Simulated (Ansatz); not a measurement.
AlFGaGeH5O (`[F][AlH][O][GaH][GeH3]`), relaxed with RKS PBE0-D4/def2-TZVP in Ansatz from a GFN2-xTB geometry. The force threshold is 0.005 eV/Å; the program also tests the step.

Charge 0, multiplicity 1.

Start:

```xyz
10

F    -1.471    0.084    3.397
Al   -2.041    0.100    1.849
O    -1.088    0.521    0.546
Ga   -0.067    0.912   -0.860
Ge    1.829   -0.568   -1.179
H    -3.459   -0.296    1.571
H    -0.634    2.177   -1.618
H     2.848   -0.497   -0.066
H     1.430   -2.028   -1.207
H     2.654   -0.404   -2.433
```

(1) How much energy does the relaxation release, and in how many steps? (Estimate.)

(2) Which bonds change most? (Best estimate.)

(3) Give the relaxed structure. (Best estimate.)

Answers

(1) The calculation gave: 3.18 kcal/mol, in 75 steps, 9 of them rejected.

(2) Ansatz gave: Al2–H6 from 1.499 to 1.567 Å; Ge5–H10 from 1.510 to 1.540 Å; Ge5–H8 from 1.511 to 1.539 Å; Ge5–H9 from 1.513 to 1.538 Å.

(3) Computed: 
```xyz
10

F    -1.699    0.167    3.224
Al   -2.183   -0.021    1.658
O    -1.188    0.492    0.425
Ga    0.130    1.052   -0.627
Ge    1.837   -0.609   -1.148
H    -3.578   -0.685    1.399
H     0.001    2.540   -1.102
H     3.241   -0.084   -0.798
H     1.606   -1.919   -0.376
H     1.834   -0.934   -2.654
```
